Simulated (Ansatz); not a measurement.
Pulling on the C2–B1 bond in CH5B (SMILES BC) (multiplicity 1 held, fragments rigid). Energies count from the point at 1.551 Å.
Geometry at that point (charge 0, multiplicity 1):
```xyz
7

B      0.86684     0.07932     0.01138
C     -0.67657    -0.06721    -0.04120
H      1.56564    -0.86459     0.22852
H      1.38572     1.14906    -0.10199
H     -0.99454     0.07635     1.00658
H     -1.03720    -1.05650    -0.32707
H     -1.19436     0.70236    -0.61575
```

Signs of static correlation in cc-pVDZ, with CASSCF(2,2), from Ansatz (a program for electronic structure) runs.

```json
[
 {"R (Å)": "1.241", "T1 of restricted CCSD": "0.008", "⟨S²⟩ of UHF": "0.000", "largest double amplitude of restricted CCSD": "0.028", "weight of the CASSCF reference in MRCISD": "0.916", "CASSCF natural occupations": "1.98 0.02"},
 {"R (Å)": "1.396", "T1 of restricted CCSD": "0.008", "⟨S²⟩ of UHF": "0.000", "largest double amplitude of restricted CCSD": "0.033", "weight of the CASSCF reference in MRCISD": "0.912", "CASSCF natural occupations": "1.99 0.01"},
 {"R (Å)": "1.551", "T1 of restricted CCSD": "0.008", "⟨S²⟩ of UHF": "0.000", "largest double amplitude of restricted CCSD": "0.037", "weight of the CASSCF reference in MRCISD": "0.912", "CASSCF natural occupations": "1.99 0.01"},
 {"R (Å)": "1.706", "T1 of restricted CCSD": "0.008", "⟨S²⟩ of UHF": "0.000", "largest double amplitude of restricted CCSD": "0.041", "weight of the CASSCF reference in MRCISD": "0.911", "CASSCF natural occupations": "1.98 0.02"},
 {"R (Å)": "1.861", "T1 of restricted CCSD": "0.008", "⟨S²⟩ of UHF": "0.000", "largest double amplitude of restricted CCSD": "0.043", "weight of the CASSCF reference in MRCISD": "0.911", "CASSCF natural occupations": "1.97 0.03"},
 {"R (Å)": "2.094", "T1 of restricted CCSD": "0.008", "⟨S²⟩ of UHF": "0.000", "largest double amplitude of restricted CCSD": "0.047", "weight of the CASSCF reference in MRCISD": "0.911", "CASSCF natural occupations": "1.94 0.06"},
 {"R (Å)": "2.327", "T1 of restricted CCSD": "0.010", "⟨S²⟩ of UHF": "0.082", "largest double amplitude of restricted CCSD": "0.121", "weight of the CASSCF reference in MRCISD": "0.911", "CASSCF natural occupations": "1.90 0.10"},
 {"R (Å)": "2.715", "T1 of restricted CCSD": "0.015", "⟨S²⟩ of UHF": "0.690", "largest double amplitude of restricted CCSD": "0.238", "weight of the CASSCF reference in MRCISD": "0.911", "CASSCF natural occupations": "1.78 0.22"},
 {"R (Å)": "3.102", "T1 of restricted CCSD": "0.022", "⟨S²⟩ of UHF": "0.895", "largest double amplitude of restricted CCSD": "(withheld)", "weight of the CASSCF reference in MRCISD": "0.911", "CASSCF natural occupations": "1.60 0.40"},
 {"R (Å)": "3.568", "T1 of restricted CCSD": "(withheld)", "⟨S²⟩ of UHF": "0.976", "largest double amplitude of restricted CCSD": "0.512", "weight of the CASSCF reference in MRCISD": "0.912", "CASSCF natural occupations": "1.37 0.63"},
 {"R (Å)": "4.188", "T1 of restricted CCSD": "0.037", "⟨S²⟩ of UHF": "1.004", "largest double amplitude of restricted CCSD": "0.676", "weight of the CASSCF reference in MRCISD": "0.912", "CASSCF natural occupations": "1.17 0.83"},
 {"R (Å)": "4.964", "T1 of restricted CCSD": "0.039", "⟨S²⟩ of UHF": "1.009", "largest double amplitude of restricted CCSD": "0.790", "weight of the CASSCF reference in MRCISD": "0.912", "CASSCF natural occupations": "1.06 0.94"}
]
```

Problem. Complete the blanks.

Solution. 
- 3.102, largest double amplitude of restricted CCSD: 0.360
- 3.568, T1 of restricted CCSD: 0.030

Doubts at one or more of the structures used: a restricted determinant that unrestricted orbitals would lower (R-CCSD(T)/cc-pVDZ); other coupled-cluster roots lie near (R-CCSD(T)/cc-pVDZ); a spin-contaminated determinant (U-CCSD(T)/cc-pVDZ); T1 above 0.05 (U-CCSD(T)/cc-pVDZ).
